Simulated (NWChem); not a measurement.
A series in which one site is exchanged, each optimised at PBE0/def2-SVP with NWChem, gas phase unless a solvent is named. Some are not confirmed as minima by frequencies. def2 effective core potentials on Ag, I; no spin-orbit coupling.

A: [OH2]->[Ag][Br] (AgH2OBr; site = Br)
B: [OH2]->[Ag][I] (AgH$_{2}$OI; site = I)
C: [OH2]->[Ag][F] (AgH$_{2}$OF; site = F)
D: [OH2]->[Ag][Cl] (AgH2OCl; site = Cl)

Problem. Rank them by lowest singlet excitation, B3LYP/def2-SVPD, TDA (eV), lowest first.

Solution. B (3.18), A (3.53), D (3.82), C (4.23)
